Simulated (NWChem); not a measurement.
System: SiHF3; SMILES F[SiH](F)F

```xyz
5

Si     0.0000     0.0000     0.3319
F      1.2501     0.8171    -0.2387
F      0.0825    -1.4912    -0.2387
F     -1.3327     0.6741    -0.2387
H      0.0000     0.0000     1.7980
```
Atoms are numbered in this order, from 1.

Results from NWChem. Medium grid unless said otherwise, to which SCAN and Minnesota functionals are sensitive. Structure relaxed at the PBE0/def2-SVP level.

Question: Order these by “dipole (D)”, lowest first: LRC-wPBEh/def2-SVP; r2SCAN/def2-SVP; PBE/def2-SVP; Hartree-Fock/def2-SVP.

Answer: PBE/def2-SVP (1.31), r2SCAN/def2-SVP (1.40), LRC-wPBEh/def2-SVP (1.48), Hartree-Fock/def2-SVP (1.79)
